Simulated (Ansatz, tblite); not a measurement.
Removing and adding an electron: S-phenylphenoxathiinium tetracyanoborate, `N#C[B-](C#N)(C#N)C#N.c1ccc([S+]2c3ccccc3Oc3ccccc32)cc1`. Charge 0, multiplicity 1. Geometry: PBE-D4/def2-SVP. Ansatz, gas phase; energy differences of separate SCF runs; the oxidised species was run as a doublet alone; the reduced species was run as a doublet alone.

```xyz
42

N     5.8424    2.8866    1.1733
C     4.7599    2.4718    1.0006
B     3.2971    1.9116    0.7658
C     3.2541    0.3134    0.6418
N     3.0765   -0.8430    0.5371
C     2.6289    2.4747   -0.5787
N     2.0219    2.7902   -1.5329
C     2.2875    2.2814    1.9518
N     1.4600    2.4538    2.7658
C    -3.7248    2.4099   -0.9430
C    -3.7883    1.1721   -0.2791
C    -2.6111    0.4905    0.0591
C    -1.3837    1.0778   -0.2808
S     0.2093    0.2957    0.0939
C     0.4367   -0.8160   -1.2845
C     1.0487   -0.2967   -2.4380
C     1.1903   -1.1160   -3.5621
C     0.7279   -2.4438   -3.5250
C     0.1357   -2.9608   -2.3692
C    -0.0100   -2.1484   -1.2318
O    -0.5785   -2.7408   -0.1383
C    -0.5263   -2.1895    1.1094
C    -0.8640   -3.0419    2.1757
C    -0.8287   -2.5656    3.4893
C    -0.4507   -1.2385    3.7626
C    -0.1144   -0.3781    2.7134
C    -0.1679   -0.8567    1.3913
C    -1.2918    2.3187   -0.9334
C    -2.4839    2.9791   -1.2688
H    -4.6547    2.9378   -1.2031
H    -4.7630    0.7323   -0.0198
H    -2.6510   -0.4719    0.5908
H     1.4046    0.7462   -2.4444
H     1.6668   -0.7153   -4.4679
H     0.8402   -3.0915   -4.4071
H    -0.2136   -4.0013   -2.3094
H    -1.1363   -4.0803    1.9397
H    -1.0895   -3.2453    4.3141
H    -0.4106   -0.8699    4.7974
H     0.1983    0.6621    2.9093
H    -0.3091    2.7540   -1.1827
H    -2.4348    3.9513   -1.7822
```

The xTB rows come from tblite. Single mean-field runs in def2-TZVP are fitted with def2-universal-jkfit. HOMO above LUMO, or a gap near zero within one spin, warns that the state may not be the lowest or that an electron is smeared out.

```tsv
level	−HOMO (eV)	vertical IE (eV)	−LUMO (eV)	vertical EA (eV)	HOMO–LUMO gap (eV)	IE − EA (eV)
GFN1-xTB	11.22	13.58	9.18	7.21	2.04	6.37
GFN2-xTB	9.85	12.48	8.29	6.34	1.56	6.14
r2SCAN0-D4/def2-TZVP	7.61	8.84	2.30	1.19	5.31	7.65
```

Problem. Estimate the rows for PBE-D4/def2-TZVP, PBE0-D4/def2-TZVP.

Solution. 
```tsv
level	−HOMO (eV)	vertical IE (eV)	−LUMO (eV)	vertical EA (eV)	HOMO–LUMO gap (eV)	IE − EA (eV)	remarks
PBE-D4/def2-TZVP	6.52	8.48	3.19	1.42	3.33	7.05	HOMO above zero (-1 doublet), gap within one spin near zero (+1 doublet), gap within one spin near zero (-1 doublet)
PBE0-D4/def2-TZVP	7.48	8.82	2.36	1.20	5.13	7.62	HOMO above zero (-1 doublet)
```

Relaxing the reduced species (PBE-D4/def2-SVP) changes its energy by -0.39 eV at PBE-D4/def2-TZVP, so the adiabatic electron affinity to this nearest minimum is 1.81 eV. At PBE0-D4/def2-TZVP it is 1.62 eV.     A HOMO above zero means that the electron is unbound at that level or that self-interaction error raises the level; the energy of removing that electron tells which. Raw xTB energy differences between charge states are shifted by several eV; the methods need an empirical correction for them. Sets without diffuse functions give affinities that are too small.
